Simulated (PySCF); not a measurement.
A PySCF script (with the pyscf-properties extension) for the NMR shieldings of 1,1-difluorocyclohexane ax, C₆H₁₀F₂, on a GFN2-xTB geometry:

```python
import basis_set_exchange as bse
import numpy as np
from pyscf import gto, dft
from pyscf.prop import nmr

atoms = """
F    -1.161630   -0.991559    1.602016
C    -0.916581   -1.060408    0.257342
F    -1.677304   -2.118973   -0.169373
C    -1.391949    0.216109   -0.421945
C    -0.504826    1.391241   -0.018127
C     0.958400    1.093631   -0.333582
C     1.411888   -0.159130    0.410908
C     0.555863   -1.359523    0.014415
H    -1.351420    0.053673   -1.500395
H    -2.430340    0.396215   -0.137861
H    -0.831883    2.288476   -0.545356
H    -0.614760    1.568745    1.053565
H     1.577684    1.942027   -0.038646
H     1.079285    0.945250   -1.409321
H     1.320104    0.004675    1.486490
H     2.458356   -0.373832    0.190266
H     0.678436   -1.587803   -1.045652
H     0.831919   -2.242498    0.593601
"""
names = dict.fromkeys(["F", "C", "H"], "pcSseg-1")
basis = {el: gto.basis.parse(bse.get_basis(n, elements=[el], fmt="nwchem")) for el, n in names.items()}
mol = gto.M(atom=atoms, basis=basis, charge=0, verbose=0)
mf = dft.RKS(mol, xc="PBE0")
mf.grids.level = 2
mf.grids.alignment = dft.numint.BLKSIZE   # the property module wants whole blocks of grid points
mf.conv_tol = 1e-9
mf.kernel()

calc = nmr.RKS(mf)   # GIAO
C = mf.mo_coeff
Co = C[:, mf.mo_occ > 0]
resp = mf.gen_response(singlet=True, hermi=2)
def vind(x):   # induced exchange potential for any number of trial vectors
    d = np.einsum("pi,xij,qj->xpq", C, 2 * x.reshape(-1, C.shape[1], Co.shape[1]), Co, optimize=True)
    return np.einsum("xpq,pi,qj->xij", resp(d - d.transpose(0, 2, 1)), C, Co, optimize=True).ravel()
mo1, _ = nmr.rhf.solve_mo1(calc, with_cphf=vind)
sigma = calc.kernel(mo1)
for i, s in enumerate(sigma):   # ppm
    print("%2d %-2s %9.2f" % (i, mol.atom_pure_symbol(i), np.trace(s) / 3))
```

Question: Give the expected output.

Answer: 
```
 0 F     300.98
 1 C      58.50
 2 F     281.82
 3 C     148.00
 4 C     159.94
 5 C     158.07
 6 C     159.96
 7 C     148.01
 8 H      30.15
 9 H      29.48
10 H      29.95
11 H      30.11
12 H      29.99
13 H      30.65
14 H      30.11
15 H      29.95
16 H      30.15
17 H      29.48
```

These numbers come from an equivalent density-fitted implementation of the same equations, which agrees with the script to about 0.01 ppm for H and up to a few tenths of a ppm for heavy atoms, so last digits may differ.

Question: Turn these shieldings into chemical shifts. Chemical shifts δ = σref − σ; $^{19}$F (170.95 ppm) vs CFCl3; $^{13}$C (186.93 ppm), $^{1}$H (31.72 ppm) against TMS, all at this level.

Answer: Averaging equivalent atoms: F 0/2: -120.5; C 1: 128.4; C 3/7: 38.9; C 5: 28.9; C 4/6: 27.0; H 8/9/16/17: 1.90; H 10/11/14/15: 1.69; H 12/13: 1.40 ppm. Unscaled 19F shifts against computed CFCl3 carry errors that often reach 10 to 50 ppm.

Size and cost of the density-fitted run: 186 basis functions, 26 s wall time on 1 thread of an Arm Neoverse V2, shared host.
